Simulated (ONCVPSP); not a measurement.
**Before and after: ONCV potential for As**

| Item | Value |
| --- | --- |
| Element | As |
| Generator | ONCVPSP 4.0.1 |
| Type | optimised norm-conserving Vanderbilt (ONCV) |
| Functional | PBE |
| Relativity | scalar-relativistic |
| Frozen core | [Ar] 3d10 |
| Valence charge | 5 |
| Reference configuration | 4s2 4p2 (charge +1) |
| Partial waves | 4s: rc 1.30 bohr, ncon 3, nbas 6, qcut 4.5 1/bohr, 2 projectors, debl 1.3 Ha; 4p: rc 1.85 bohr, ncon 3, nbas 8, qcut 3.6 1/bohr, 3 projectors, debl 3.1 Ha |
| Local potential | polynomial inside 0.90 bohr (lpopt 5, dvloc0 0 Ha) |
| Core correction | none |

Change: s: nproj 0; local potential the s channel.

Cutoffs: the cutoffs (Ha) at which the residual kinetic energy of the hardest occupied pseudo-wave falls to 1 and 0.1 mHa per electron; they do not see the model core or the augmentation charge, which bear on the density cutoff. Errors are all-electron minus pseudo energies relative to the spin-unpolarised reference configuration.

**Question.** What does the change do?

**Answer.** The potential gets neither clearly harder nor softer (10 Ha and 55 Ha → 10 Ha and 55 Ha); the bound ghost in s disappears; of the 4 tests that both files solve, the error grows in 0 and shrinks in 1 by more than 15 % and 0.3 meV (median size 6.4 → 5.7 meV); the range in which the s phases agree narrows (upper end at the end of the scan → 3.1). In the separable form a ghost depends on how the local part lies against the semilocal potential of the channel, so the choice of the local part can create or remove one.

```csv
quantity,base,changed
"cutoff, loose",10 Ha,10 Ha
"cutoff, tight",55 Ha,55 Ha
bound ghosts,s,none
GHOST(+) flags under 300 eV,p at 264.5 eV,none
"error for 4s2 4p3, meV [ΔE -9.15 eV]",-3.8,-3.5
"error for 4s2 4p1, meV [ΔE 17.92 eV]",-9.0,-7.9
"error for 4s2 4p0, meV [ΔE 45.62 eV]",-27,-20
"error for 4s2 4p2.5, meV [ΔE -5.59 eV]",-1.3,-1.1
s: phases at 1.32 bohr within 0.05 rad from the reference energy up to (Ha; the scan ends near 5),to the end of the scan,3.1
p: phases at 1.87 bohr within 0.05 rad from the reference energy up to (Ha; the scan ends near 5),to the end of the scan,to the end of the scan
```

 A true bound ghost makes a file unfit for plane-wave use even where its test errors are small: the radial tests pick states by their node count and pass the ghost by.
